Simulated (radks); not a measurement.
Results of a calculation; reference values are marked as such.
The holmium ion Ho2+, 65 electrons, occupied as [Xe] 4f10 7p1 (not the ground configuration). Code: a radial shooting solver on a logarithmic mesh with Libxc functionals. Model: Dirac Kohn-Sham, PBE, spin-unpolarised, spherical densities, point nucleus; open shells are shared between the two j in proportion to 2j + 1.

Spin-orbit splittings of the eigenvalues, e(l+1/2) - e(l-1/2), with zeta = 2 splitting/(2l+1) and mean radii in bohr:

shell,occ.,splitting (eV),zeta (eV),<r> j=l-1/2,<r> j=l+1/2
2p,6,856.9,571.3,0.07290,0.08007
3p,6,179.0,119.3,0.2191,0.2327
3d,10,39.09,15.64,0.2054,0.2096
4p,6,40.25,26.83,0.5279,0.5587
4d,10,7.325,2.930,0.5884,0.5992
4f,10,1.048,0.2995,0.7799,0.7922
5p,6,5.494,3.663,1.393,1.486
7p,1,0.2686,0.1791,7.085,7.253
